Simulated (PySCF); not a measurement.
Input for PySCF: R-HF/STO-3G on C2H3N (SMILES CC#N).

```python
from pyscf import gto, scf, dft, mp
from pyscf.data.elements import chemcore

mol = gto.M(
    atom='''
    C     0.43213571    0.67175632    4.56396802
    C     0.20759800   -0.63250600    3.96348272
    N     0.03017287   -1.65779583    3.47476505
    H    -0.35832116    0.89814747    5.27998276
    H     1.39129906    0.68777826    5.08213667
    H     0.43564747    1.43469093    3.78503488
    ''',
    basis='sto-3g',
    charge=0, spin=0, verbose=3, max_memory=1800)
mf = scf.RHF(mol)
mf.conv_tol = 1e-8
mf.max_cycle = 100
mf.kernel()
if not mf.converged:
    mf = mf.newton().run(mf.mo_coeff, mf.mo_occ)
```

### Question
Give the final energy of this run.

### Answer
-130.2706 hartree.
